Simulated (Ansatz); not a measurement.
Geometry optimisation, RKS PBE0-D4/def2-SVP (Ansatz).

Input file:

```yaml
crystal:
  periodic: [false, false, false]
  atoms:
    - { symbol: Si, position_ang: [-0.693544, -0.159579, 0.162162] }
    - { symbol: F, position_ang: [1.897357, 1.011727, -0.733629] }
    - { symbol: Cl, position_ang: [-0.611224, -1.635741, -1.263591] }
    - { symbol: Cl, position_ang: [-2.240595, -0.536854, 1.463983] }
    - { symbol: H, position_ang: [-0.923021, 1.149385, -0.475396] }
    - { symbol: H, position_ang: [2.043095, 0.384021, -0.090413] }
    - { symbol: H, position_ang: [0.527933, -0.21296, 0.936785] }
basis:
  gaussian: { orbitals: def2-SVP }
hamiltonian:
  xc: pbe0
  dispersion: d4
relax:
  f_tol: 0.03
  max_steps: 50
output:
  orbitals: {}
```

Launched with:

```bash
$ ansatz run input.yaml --threads 2 --pin off --max-ram 3072MiB --backend cpu --events-out ev --progress --plain --runs-dir out
```

Problem. Where does it end, and by what steps?

Solution. The run converged. After 22 steps the energy has fallen by 0.192 eV; H6 moved furthest, 1.15 Å.

```json
{"step": "0", "energy less start (eV)": "0.0000", "largest force component (eV/Å)": "0.648", "accepted": "yes"}
{"step": "1", "energy less start (eV)": "-0.0269", "largest force component (eV/Å)": "0.820", "accepted": "yes"}
{"step": "2", "energy less start (eV)": "-0.0181", "largest force component (eV/Å)": "1.172", "accepted": "no"}
{"step": "3", "energy less start (eV)": "-0.0399", "largest force component (eV/Å)": "0.735", "accepted": "yes"}
{"step": "4", "energy less start (eV)": "-0.0597", "largest force component (eV/Å)": "0.290", "accepted": "yes"}
{"step": "5", "energy less start (eV)": "-0.0719", "largest force component (eV/Å)": "0.348", "accepted": "yes"}
{"step": "6", "energy less start (eV)": "-0.0934", "largest force component (eV/Å)": "0.158", "accepted": "yes"}
{"step": "7", "energy less start (eV)": "-0.0950", "largest force component (eV/Å)": "0.150", "accepted": "yes"}
{"step": "8", "energy less start (eV)": "0.0134", "largest force component (eV/Å)": "2.659", "accepted": "no"}
{"step": "9", "energy less start (eV)": "-0.1049", "largest force component (eV/Å)": "0.175", "accepted": "yes"}
{"step": "10", "energy less start (eV)": "-0.1151", "largest force component (eV/Å)": "0.454", "accepted": "yes"}
{"step": "11", "energy less start (eV)": "-0.1286", "largest force component (eV/Å)": "0.954", "accepted": "yes"}
{"step": "12", "energy less start (eV)": "-0.1636", "largest force component (eV/Å)": "0.128", "accepted": "yes"}
{"step": "13", "energy less start (eV)": "-0.1642", "largest force component (eV/Å)": "0.128", "accepted": "yes"}
{"step": "14", "energy less start (eV)": "-0.1583", "largest force component (eV/Å)": "1.425", "accepted": "no"}
{"step": "15", "energy less start (eV)": "-0.1766", "largest force component (eV/Å)": "0.111", "accepted": "yes"}
{"step": "16", "energy less start (eV)": "-0.1857", "largest force component (eV/Å)": "0.341", "accepted": "yes"}
{"step": "17", "energy less start (eV)": "-0.1867", "largest force component (eV/Å)": "0.314", "accepted": "yes"}
{"step": "18", "energy less start (eV)": "-0.1819", "largest force component (eV/Å)": "0.516", "accepted": "no"}
{"step": "19", "energy less start (eV)": "-0.1906", "largest force component (eV/Å)": "0.087", "accepted": "yes"}
{"step": "20", "energy less start (eV)": "-0.1910", "largest force component (eV/Å)": "0.075", "accepted": "yes"}
{"step": "21", "energy less start (eV)": "-0.1919", "largest force component (eV/Å)": "0.081", "accepted": "yes"}
{"step": "22", "energy less start (eV)": "-0.1923", "largest force component (eV/Å)": "0.008", "accepted": "yes"}
```

```xyz
7
Properties=species:S:1:pos:R:3
Si -0.650 -0.024 0.416
F 1.909 0.837 -0.713
Cl -0.024 -1.453 -0.969
Cl -2.440 -0.668 1.196
H -0.880 1.248 -0.300
H 1.740 0.029 -1.138
H 0.344 0.031 1.508
```

Whether the end is a true minimum wasn't checked by a vibrational analysis.

Run time: 17 s on 2 threads of AMD EPYC 9R45 96-Core Processor (Zen 5) (shared host), peak memory 0.19 GiB.
